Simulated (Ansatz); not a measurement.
`BO[SiH](C)Br`. The species carries charge 0 and has multiplicity 1. All single points use the PBE0-D4/def2-TZVP geometry. It is one conformer, not always the lowest.

```xyz
11

B     2.202   -0.538    0.334
O     0.950   -0.155    0.653
Si   -0.604   -0.452    0.206
C    -1.402    1.136   -0.291
Br   -0.666   -1.883   -1.493
H     3.104   -0.046    0.951
H     2.386   -1.341   -0.538
H    -1.268   -1.111    1.351
H    -1.358    1.851    0.535
H    -2.449    0.970   -0.554
H    -0.894    1.569   -1.155
```

Q: What is the dipole moment at ωB97M-V/def2-TZVPP? (Best estimate.)

A: The calculation gave: 1.77 D, with components (-1.01, 1.38, 0.46) D in this frame, pointing from negative to positive charge.

Q: And with PBE, r2SCAN, B3LYP? (Best estimate.)

A: Computed: PBE 1.84 D, r2SCAN 1.82 D, B3LYP 1.75 D.

Q: Give the Mulliken charges with ωB97M-V, B3LYP, r2SCAN in def2-TZVPP. (An estimate is asked.)

A: Ansatz gave: 
| atom | ωB97M-V | B3LYP | r2SCAN |
| --- | --- | --- | --- |
| B1 | 0.01 | 0.07 | 0.16 |
| O2 | -0.33 | -0.32 | -0.36 |
| Si3 | 0.49 | 0.56 | 0.58 |
| C4 | -0.43 | -0.37 | -0.29 |
| Br5 | -0.21 | -0.24 | -0.24 |
| H6 | 0.04 | 0.01 | -0.03 |
| H7 | 0.05 | 0.02 | -0.01 |
| H8 | -0.02 | -0.07 | -0.07 |
| H9 | 0.13 | 0.11 | 0.09 |
| H10 | 0.13 | 0.11 | 0.08 |
| H11 | 0.13 | 0.11 | 0.08 |

B3LYP here is the variant with VWN-RPA as its local correlation; programs differ in this.
